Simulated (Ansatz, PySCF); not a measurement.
Dimer: H2O (SMILES O) (first 3 atoms) with C4H6 (SMILES C=CC=C); geometry from B3LYP-D3(BJ)/def2-TZVP, rigid monomers moved along the line of their centres of mass till H2···C5 is 4.79 Å.
(charge 0, multiplicity 1):
```xyz
13

O      0.011    -0.487    -0.150
H     -0.725    -0.576     0.467
H      0.736    -0.180     0.407
C     -1.715    -0.268     5.230
C     -0.754     0.648     5.100
C      0.667     0.351     5.170
C      1.629     1.256     4.980
H     -1.480    -1.310     5.412
H     -2.763    -0.005     5.166
H     -1.022     1.685     4.917
H      0.935    -0.681     5.380
H      2.677     0.992     5.037
H      1.394     2.293     4.769
```

Monomers are frozen at their geometry in the pair; levels with a basis set take the counterpoise correction.

Correlated levels freeze the cores.

The values were computed with Ansatz (a quantum-chemistry and plane-wave program); PySCF for the dispersion terms. Values without a source in brackets are computed.

PBE/def2-TZVPPD gives -0.46 kcal/mol for the interaction energy.

Task: Where do these levels fall relative to PBE: PBE-D3(BJ)/def2-TZVPPD, r2SCAN/def2-TZVPPD, PBE0/def2-TZVPPD, wB97M-V/def2-TZVPPD, MP2/aug-cc-pVDZ, CCSD(T)/aug-cc-pVDZ.

Result: PBE-D3(BJ)/def2-TZVPPD -0.14; r2SCAN/def2-TZVPPD -0.01; PBE0/def2-TZVPPD -0.02; wB97M-V/def2-TZVPPD -0.13; MP2/aug-cc-pVDZ -0.11; CCSD(T)/aug-cc-pVDZ -0.09 kcal/mol. 0 of 6 lie above PBE; the widest gap is to PBE-D3(BJ)/def2-TZVPPD.
